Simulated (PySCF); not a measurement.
C₂H₆Cl₂Sn, charge -1, multiplicity 2. Atoms are numbered in the order given.

```xyz
11

C      0.0001    -1.1940     1.7418
Sn     0.0000     0.1176     0.0000
C      0.0001    -1.1940    -1.7418
Cl    -2.5893     0.4980     0.0000
Cl     2.5891     0.4981     0.0000
H      0.9017    -1.8216     1.7039
H      0.0053    -0.6080     2.6701
H     -0.9064    -1.8148     1.7093
H      0.0053    -0.6080    -2.6701
H      0.9017    -1.8216    -1.7039
H     -0.9064    -1.8148    -1.7093
```
Charge -1, spin multiplicity 2.

The structure is a stationary point at PBE0-D3(BJ)/def2-SVPD. The spin state was assumed, not searched. The isomer is the one that the SMILES or the coordinates give; other isomers of the formula were not compared. The def2 effective core potentials stand for the cores of Sn; spin–orbit coupling is left out.

Computed with PBE0-D3(BJ)/def2-SVPD in PySCF.

Frequencies are harmonic and unscaled.

Computed vibrational spectrum:
| mode | ν (cm⁻¹) | IR (km/mol) | moving atoms (share of kinetic energy) |
|---|---|---|---|
| 1 | 34 | 0.0 | H 96 % |
| 2 | 67 | 0.3 | H 98 % |
| 3 | 71 | 5.4 | Cl 64 %, C 16 %, Sn 15 % |
| 4 | 78 | 9.5 | Cl 59 %, Sn 31 % |
| 5 | 134 | 0.0 | C 54 %, H 31 %, Cl 15 % |
| 6 | 141 | 6.0 | C 47 %, H 28 %, Sn 20 % |
| 7 | 144 | 4.1 | C 48 %, H 29 %, Cl 12 %, Sn 10 % |
| 8 | 217 | 128.8 | Cl 75 %, Sn 25 % |
| 9 | 217 | 57.3 | Cl 89 %, Sn 11 % |
| 10 | 483 | 17.8 | C 72 %, H 19 %, Sn 9 % |
| 11 | 501 | 42.0 | C 66 %, H 20 %, Sn 14 % |
| 12 | 657 | 3.7 | H 87 %, C 12 % |
| 13 | 699 | 0.0 | H 83 %, C 16 % |
| 14 | 721 | 57.4 | H 81 %, C 17 % |
| 15 | 757 | 30.5 | H 80 %, C 19 % |
| 16 | 1138 | 3.0 | H 80 %, C 20 % |
| 17 | 1149 | 5.4 | H 82 %, C 18 % |
| 18 | 1404 | 2.6 | H 94 % |
| 19 | 1408 | 2.2 | H 95 % |
| 20 | 1415 | 0.0 | H 95 % |
| 21 | 1423 | 2.7 | H 95 % |
| 22 | 3048 | 27.9 | H 98 % |
| 23 | 3049 | 17.8 | H 98 % |
| 24 | 3168 | 0.1 | H 90 %, C 10 % |
| 25 | 3168 | 20.8 | H 90 %, C 10 % |
| 26 | 3169 | 10.9 | H 91 %, C 9 % |
| 27 | 3169 | 10.3 | H 91 %, C 9 % |
